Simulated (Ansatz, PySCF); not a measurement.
Here is a job for PySCF.
```python
from pyscf import gto, scf, mp

mol = gto.Mole()
mol.atom = '''
    C     2.68581111    0.47233117   -0.23426577
    O     1.70989725    0.21900805    0.81386579
    C     0.34471567    0.03250646    0.32907195
    C     0.01222459   -1.19816702   -0.20327298
    C    -1.28799653   -1.38978475   -0.64407141
    C    -2.21537241   -0.36423910   -0.54765958
    C    -1.85671093    0.86026071   -0.00676033
    C    -0.56031393    1.07014763    0.43843242
    H     3.66463036    0.55667222    0.23538758
    H     2.67916004   -0.38406176   -0.90637054
    H     2.44929023    1.37869168   -0.79224115
    H     1.70573102    0.97635760    1.43676038
    H     0.74141377   -1.99032729   -0.25934878
    H    -1.57168239   -2.34338551   -1.05898733
    H    -3.22491764   -0.52078929   -0.89251364
    H    -2.58071358    1.65504338    0.07210182
    H    -0.27623520    2.02140386    0.86543975
'''
mol.basis = 'sto-3g'
mol.charge = 1
mol.verbose = 3
mol.build()

mf = scf.RHF(mol)
mf.kernel()

pt = mp.MP2(mf, frozen=8)
pt.kernel()
print('E(MP2) = %.10f' % pt.e_tot)
```

Problem. Give the equivalent Ansatz (a quantum-chemistry and plane-wave program) input.

Solution. One answer among several that fit: 
Ansatz 0.2 input:
```yaml
crystal:
  periodic: [false, false, false]
  atoms:
    - {symbol: C, position_ang: [2.68581111, 0.47233117, -0.23426577]}
    - {symbol: O, position_ang: [1.70989725, 0.21900805, 0.81386579]}
    - {symbol: C, position_ang: [0.34471567, 0.03250646, 0.32907195]}
    - {symbol: C, position_ang: [0.01222459, -1.19816702, -0.20327298]}
    - {symbol: C, position_ang: [-1.28799653, -1.38978475, -0.64407141]}
    - {symbol: C, position_ang: [-2.21537241, -0.36423910, -0.54765958]}
    - {symbol: C, position_ang: [-1.85671093, 0.86026071, -0.00676033]}
    - {symbol: C, position_ang: [-0.56031393, 1.07014763, 0.43843242]}
    - {symbol: H, position_ang: [3.66463036, 0.55667222, 0.23538758]}
    - {symbol: H, position_ang: [2.67916004, -0.38406176, -0.90637054]}
    - {symbol: H, position_ang: [2.44929023, 1.37869168, -0.79224115]}
    - {symbol: H, position_ang: [1.70573102, 0.97635760, 1.43676038]}
    - {symbol: H, position_ang: [0.74141377, -1.99032729, -0.25934878]}
    - {symbol: H, position_ang: [-1.57168239, -2.34338551, -1.05898733]}
    - {symbol: H, position_ang: [-3.22491764, -0.52078929, -0.89251364]}
    - {symbol: H, position_ang: [-2.58071358, 1.65504338, 0.07210182]}
    - {symbol: H, position_ang: [-0.27623520, 2.02140386, 0.86543975]}
basis:
  gaussian:
    orbitals: STO-3G
total_charge: 1
magnetization: {spin_polarized: false}
correlation: {method: mp2, electrons: outside_noble_gas}
accuracy: high
```

Both were run: PySCF gave -341.146265 Eh and Ansatz -341.146265 Eh, 0.000 mEh apart.
